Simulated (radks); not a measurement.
Problem. The lithium anion Li-, [He] 2s2, held by a Watson sphere: a shell of charge +1 at radius R that stands for the Madelung well of a crystal (potential energy -1/R inside, -1/r outside, in hartree with lengths in bohr). Calculated with a radial shooting solver on a logarithmic mesh with Libxc functionals: non-relativistic Kohn-Sham, PBE, spin-polarised, spherical densities, point nucleus. Response by self-consistent Sternheimer equations with the Hartree and adiabatic LDA kernel. The sphere does not respond.

| R (bohr) | e(1s) (eV) | e(2s) (eV) | <r> 2s (bohr) | sum of <r^2> (bohr^2) | X-ray form factor at sin(theta)/lambda = 0.3 1/angstrom | alpha (bohr^3) |
|---|---|---|---|---|---|---|
| 1.61 | -55.753 | -4.729 | 3.100 | 23.72 | 1.473 | 77.01 |
| 1.69 | -55.146 | -4.704 | 3.120 | 23.99 | 1.472 | 78.24 |
| 2.1 | -52.984 | -4.548 | 3.241 | 25.68 | 1.472 | 86.48 |
| 2.18 | -52.699 | -4.513 | 3.268 | 26.06 | 1.473 | 88.47 |
| 2.58 | -51.684 | -4.322 | 3.409 | 28.16 | 1.479 | 100.2 |
| 3.35 | -50.794 | -3.922 | 3.696 | 32.81 | 1.493 | 130.4 |
| 3.58 | -50.658 | -3.804 | 3.781 | 34.29 | 1.496 | 141.1 |
| 3.64 | -50.628 | -3.773 | 3.803 | 34.67 | 1.497 | 144.0 |

Estimate the row for R = 3.14 bohr.

Solution. e(1s) (eV) -50.955; e(2s) (eV) -4.032; <r> 2s (bohr) 3.618; sum of <r^2> (bohr^2) 31.49; X-ray form factor at sin(theta)/lambda = 0.3 1/angstrom 1.490; alpha (bohr^3) 121.3.
